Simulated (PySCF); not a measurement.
C4H5 (SMILES C=C1[CH-]C1), charge -1, singlet, at a GFN2-xTB geometry (in this run its highest filled SCF level lies above zero, so its values depend strongly on the basis, on diffuse functions most of all); PySCF with CAMB3LYP/cc-pVDZ.

Here is a job for PySCF.
```python
from pyscf import gto, scf, dft

mol = gto.Mole()
mol.atom = '''
    C     0.021750   -0.124087    0.255117
    C    -0.033827   -0.782439   -0.961492
    C    -0.035626    0.726941   -0.964821
    C    -0.037035   -0.027250    1.591444
    H     0.747122   -1.391700   -1.416436
    H     0.850665    1.354454   -1.191191
    H    -0.956001    1.255631   -1.252265
    H     0.069072   -0.895666    2.235814
    H    -0.202431    0.918290    2.102586
'''
mol.basis = 'cc-pvdz'
mol.charge = -1
mol.spin = 0
mol.verbose = 4
mol.build()

mf = dft.RKS(mol)
mf.xc = 'camb3lyp'
mf.small_rho_cutoff = 0
mf.kernel()
```

It wrote (shortened):

```
PySCF version 2.14.0

[INPUT] verbose = 4
[INPUT] num. atoms = 9
[INPUT] num. electrons = 30
[INPUT] charge = -1
[INPUT] spin (= nelec alpha-beta = 2S) = 0
[INPUT] symmetry False subgroup None
[INPUT] Mole.unit = angstrom
[INPUT] Symbol           X                Y                Z      unit          X                Y                Z       unit  Magmom
[INPUT]  1 C      0.021750000000  -0.124087000000   0.255117000000 AA    0.041101543209  -0.234490445619   0.482101259721 Bohr   0.0
[INPUT]  2 C     -0.033827000000  -0.782439000000  -0.961492000000 AA   -0.063923765616  -1.478595419179  -1.816956550960 Bohr   0.0
[INPUT]  3 C     -0.035626000000   0.726941000000  -0.964821000000 AA   -0.067323382914   1.373719398717  -1.823247449229 Bohr   0.0
[INPUT]  4 C     -0.037035000000  -0.027250000000   1.591444000000 AA   -0.069986007023  -0.051495036894   3.007393302582 Bohr   0.0
[INPUT]  5 H      0.747122000000  -1.391700000000  -1.416436000000 AA    1.411855961637  -2.629931847557  -2.676676112974 Bohr   0.0
[INPUT]  6 H      0.850665000000   1.354454000000  -1.191191000000 AA    1.607523873753   2.559547108322  -2.251024752047 Bohr   0.0
[INPUT]  7 H     -0.956001000000   1.255631000000  -1.252265000000 AA   -1.806580064810   2.372798703514  -2.366437885378 Bohr   0.0
[INPUT]  8 H      0.069072000000  -0.895666000000   2.235814000000 AA    0.130527162876  -1.692563439085   4.225076125468 Bohr   0.0
[INPUT]  9 H     -0.202431000000   0.918290000000   2.102586000000 AA   -0.382539149122   1.735316602927   3.973311693345 Bohr   0.0

nuclear repulsion = 102.050821939781
number of shells = 35
number of NR pGTOs = 139
number of NR cGTOs = 81
basis = cc-pvdz
ecp = {}

******** <class 'pyscf.dft.rks.RKS'> ********
method = RKS
initial guess = minao
damping factor = 0
level_shift factor = 0
DIIS = <class 'pyscf.scf.diis.CDIIS'>
diis_start_cycle = 1
diis_space = 8
diis_damp = 0
SCF conv_tol = 1e-09
SCF conv_tol_grad = None
SCF max_cycles = 50
direct_scf = True
direct_scf_tol = 1e-13
XC library pyscf.dft.libxc version 7.1.2
    S. Lehtola, C. Steigemann, M. J. T. Oliveira, and M. A. L. Marques,  SoftwareX 7, 1–5 (2018)
XC functionals = camb3lyp
    T. Yanai, D. P. Tew, and N. C. Handy,  Chem. Phys. Lett. 393, 51 (2004)
radial grids:
    Treutler-Ahlrichs [JCP 102, 346 (1995); DOI:10.1063/1.469408] (M4) radial grids

becke partition: Becke, JCP 88, 2547 (1988); DOI:10.1063/1.454033
pruning grids: <function nwchem_prune>
grids dens level: 3
symmetrized grids: False
atomic radii adjust function: <function treutler_atomic_radii_adjust>
small_rho_cutoff = 0
Set gradient conv threshold to 3.16228e-05
Initial guess from minao.
tot grids = 105512
init E= -155.844388567385
  HOMO = -0.20287092386237  LUMO = -0.0102802990066455  gap/eV = 5.24066
cycle= 1 E= -155.14647568359  delta_E= 0.698  |g|= 0.457  |ddm|=    3
  HOMO = 0.101213352311212  LUMO = 0.324966382050563  gap/eV = 6.08863
cycle= 2 E= -155.167722677241  delta_E= -0.0212  |g|= 0.415  |ddm|= 1.51
  HOMO = 0.0103840039690888  LUMO = 0.301279370783385  gap/eV = 7.91567
cycle= 3 E= -155.215770166171  delta_E= -0.048  |g|= 0.0496  |ddm|= 0.63
  HOMO = 0.00822005067073084  LUMO = 0.300799653948256  gap/eV = 7.96150
cycle= 4 E= -155.216186601097  delta_E= -0.000416  |g|= 0.0303  |ddm|= 0.0732
  HOMO = 0.00644722511937479  LUMO = 0.300047241964343  gap/eV = 7.98926
cycle= 5 E= -155.21643197008  delta_E= -0.000245  |g|= 0.00415  |ddm|= 0.0372
  HOMO = 0.00649092448280264  LUMO = 0.299894027048127  gap/eV = 7.98391
cycle= 6 E= -155.216436665414  delta_E= -4.7e-06  |g|= 0.0019  |ddm|= 0.00808
  HOMO = 0.00649786529934238  LUMO = 0.30000824022803  gap/eV = 7.98682
cycle= 7 E= -155.216437715158  delta_E= -1.05e-06  |g|= 0.00039  |ddm|= 0.00294
  HOMO = 0.00650555956273502  LUMO = 0.300009426236648  gap/eV = 7.98665
cycle= 8 E= -155.21643780365  delta_E= -8.85e-08  |g|= 0.000104  |ddm|= 0.00191
  HOMO = 0.00649922921024304  LUMO = 0.300014416524736  gap/eV = 7.98696
cycle= 9 E= -155.216437809733  delta_E= -6.08e-09  |g|= 5.99e-05  |ddm|= 0.000491
  HOMO = 0.00649906543032408  LUMO = 0.300014662105782  gap/eV = 7.98697
cycle= 10 E= -155.216437811159  delta_E= -1.43e-09  |g|= 5.58e-06  |ddm|= 0.000212
  HOMO = 0.00649850304657917  LUMO = 0.300014370057736  gap/eV = 7.98697
cycle= 11 E= -155.216437811192  delta_E= -3.32e-11  |g|= 1.6e-06  |ddm|= 4.18e-05
  HOMO = 0.00649873532586964  LUMO = 0.300014574305699  gap/eV = 7.98697
Extra cycle  E= -155.216437811193  delta_E= -2.84e-13  |g|= 1.12e-06  |ddm|= 7.11e-06
converged SCF energy = -155.216437811193
```
